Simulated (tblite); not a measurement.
Compound: C4H8AlFO.
SMILES with atom numbers: `[CH2:1]=[C:2]([O:3][CH2:4][CH3:5])[AlH:6][F:7]` (hydrogens: H8, H9 on C1; H10, H11 on C4; H12, H13, H14 on C5; H15 on Al6)

Computed with GFN2-xTB (tblite), gas phase: L-BFGS steps from a force-field or distance-geometry start until the largest atomic force falls under 0.01 eV/Å.

Geometry at step 126:
```
atom  x, y, z in Å
C1     -1.8230   -1.0739    1.1687
C2     -0.9724   -0.4907    0.3069
O3      0.1517   -1.1832   -0.0480
C4      1.0633   -0.4985   -0.8709
C5      2.1324    0.2066   -0.0498
Al6    -1.5639    1.3458   -0.2201
F7     -3.1277    1.7760    0.1286
H8     -2.7626   -0.5988    1.4189
H9     -1.6112   -2.0426    1.5969
H10     1.5286   -1.2447   -1.5219
H11     0.5294    0.2513   -1.4758
H12     1.6644    0.9664    0.5791
H13     2.8550    0.6737   -0.7107
H14     2.6418   -0.5069    0.5942
H15    -0.7101    2.4275   -0.9179
```

Q: What forces act on the atoms?

A: 
```json
{"atom": "C1", "Fx (eV/Å)": "0.034", "Fy (eV/Å)": "0.007", "Fz (eV/Å)": "-0.029"}
{"atom": "C2", "Fx (eV/Å)": "-0.111", "Fy (eV/Å)": "-0.111", "Fz (eV/Å)": "0.074"}
{"atom": "O3", "Fx (eV/Å)": "-0.050", "Fy (eV/Å)": "0.144", "Fz (eV/Å)": "-0.078"}
{"atom": "C4", "Fx (eV/Å)": "0.055", "Fy (eV/Å)": "0.044", "Fz (eV/Å)": "0.098"}
{"atom": "C5", "Fx (eV/Å)": "0.005", "Fy (eV/Å)": "0.058", "Fz (eV/Å)": "0.132"}
{"atom": "Al6", "Fx (eV/Å)": "-0.040", "Fy (eV/Å)": "-0.035", "Fz (eV/Å)": "-0.038"}
{"atom": "F7", "Fx (eV/Å)": "0.315", "Fy (eV/Å)": "-0.037", "Fz (eV/Å)": "-0.061"}
{"atom": "H8", "Fx (eV/Å)": "0.121", "Fy (eV/Å)": "0.006", "Fz (eV/Å)": "0.023"}
{"atom": "H9", "Fx (eV/Å)": "-0.129", "Fy (eV/Å)": "0.005", "Fz (eV/Å)": "-0.012"}
{"atom": "H10", "Fx (eV/Å)": "-0.078", "Fy (eV/Å)": "-0.018", "Fz (eV/Å)": "-0.036"}
{"atom": "H11", "Fx (eV/Å)": "-0.096", "Fy (eV/Å)": "-0.068", "Fz (eV/Å)": "-0.117"}
{"atom": "H12", "Fx (eV/Å)": "0.043", "Fy (eV/Å)": "0.016", "Fz (eV/Å)": "-0.036"}
{"atom": "H13", "Fx (eV/Å)": "0.030", "Fy (eV/Å)": "0.056", "Fz (eV/Å)": "0.022"}
{"atom": "H14", "Fx (eV/Å)": "-0.001", "Fy (eV/Å)": "0.012", "Fz (eV/Å)": "-0.024"}
{"atom": "H15", "Fx (eV/Å)": "-0.099", "Fy (eV/Å)": "-0.080", "Fz (eV/Å)": "0.081"}
```

The largest, 0.32 eV/Å, acts on F7; the rms over all components is 0.082 eV/Å. The forces sum to zero within rounding, as they must for an isolated molecule in no field.

Q: Give the force on F7 in Eh/bohr and in nN.

A: 0.323 eV/Å ÷ 51.422 = 0.00628 Eh/bohr, and 0.323 eV/Å × 1.602 = 0.52 nN.

Q: How far is this geometry from the end of the optimisation?

A: 0.072 eV above it, and 0.288 Å rms away after alignment. The bonds farthest from their final lengths, with half the difference of the two atoms' forces along the bond (positive lengthens):

```json
{"bond": "Al6–F7", "now (Å)": "1.659", "final (Å)": "1.647", "force along bond (eV/Å)": "-0.17"}
{"bond": "Al6–H15", "now (Å)": "1.545", "final (Å)": "1.532", "force along bond (eV/Å)": "-0.06"}
{"bond": "C2–Al6", "now (Å)": "2.000", "final (Å)": "1.992", "force along bond (eV/Å)": "+0.04"}
{"bond": "C1=C2", "now (Å)": "1.344", "final (Å)": "1.340", "force along bond (eV/Å)": "-0.10"}
{"bond": "C5–H12", "now (Å)": "1.092", "final (Å)": "1.095", "force along bond (eV/Å)": "-0.07"}
{"bond": "C4–H11", "now (Å)": "1.101", "final (Å)": "1.105", "force along bond (eV/Å)": "+0.06"}
```

The angle farthest from its final value is O3–C2–Al6, 129.8° against 125.2°.

Of the 2 listed bonds off by 0.010 Å or more, this force points towards the final length in 2.

The cost below is that of the whole relaxation. Time: 1.6 s. Hardware: one thread of an Intel Xeon at 2.70 GHz, on a shared host.
